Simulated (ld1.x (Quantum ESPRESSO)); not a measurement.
## What one change does to a pseudopotential (phosphorus (P), PAW)

* Element: phosphorus (P)
* Generator: ld1.x (Quantum ESPRESSO) 7.5
* Type: PAW
* Functional: revPBE
* Relativity: scalar-relativistic
* Frozen core: [Ne]
* Valence charge: 5
* Reference configuration: 3s2 3p3
* Partial waves: 3s (bound): rcut 1.15, rcutus 1.40 bohr; 3s channel at -0.25 Ry: rcut 1.15, rcutus 1.40 bohr; 3p (bound): rcut 1.70, rcutus 2.05 bohr; 3p channel at 0.35 Ry: rcut 1.70, rcutus 2.05 bohr; 3d channel at 0.45 Ry: rcut 1.45, rcutus 1.60 bohr; 3d channel at 2.2 Ry: rcut 1.45, rcutus 1.60 bohr
* Local potential: all-electron potential smoothed inside 1.70 bohr (lloc = -1)
* Core correction: Bessel-smoothed model core inside 1.35 bohr
* Augmentation charge: PSQ, inside the norm-conserving radii

Change: waves 3s (bound): rcut 1.15, rcutus 2.16 bohr; 3s channel at -0.25 Ry: rcut 1.15, rcutus 2.16 bohr.

Cutoffs: the cutoffs (Ry, on a coarse ladder) from which the occupation-weighted sum of valence levels, in a spherical-Bessel basis at the reference potential, stays within 10 and 1 mRy of its value at 400 Ry; they do not see the model core or the augmentation charge, which bear on the density cutoff. Errors are all-electron minus pseudo energies relative to the spin-unpolarised reference configuration.

Problem. How do hardness, ghosts and transferability respond?

Solution. The potential gets softer (18 Ry and 25 Ry → 12 Ry and 18 Ry); of the 7 tests that both files solve, the error grows in 0 and shrinks in 3 by more than 15 % and 0.3 meV (median size 2.0 → 1.2 meV); neither file shows a bound ghost. A larger radius leaves more room for a smooth pseudo-wave, so fewer plane waves are needed. That the errors move this way runs against the usual rule that smaller radii transfer better.

```tsv
quantity	base	changed
cutoff, loose	18 Ry	12 Ry
cutoff, tight	25 Ry	18 Ry
loose cutoff by channel (10 mRy a level)	s 15 Ry, p 10 Ry	s 6 Ry, p 10 Ry
bound ghosts	none	none
error for 3s2 3p2, meV [ΔE 9.71 eV]	-1.2	-1.2
error for 3s2 3p1, meV [ΔE 28.83 eV]	-8.5	-7.8
error for 3s2 3p0, meV [ΔE 58.53 eV]	-37	-31
error for 3s1 3p3, meV [ΔE 18.82 eV]	-2.0	-1.1
error for 3s2 3p3.3, meV [ΔE -1.30 eV]	+0.1	+0.1
error for 3s1 3p0, meV [ΔE 110.43 eV]	-129	-91
error for 3s2 3p2.5, meV [ΔE 3.76 eV]	-0.3	-0.3
lowest overlap eigenvalue by channel	s 0.52, p 0.83, d 0.97	s 0.41, p 0.83, d 0.97
```
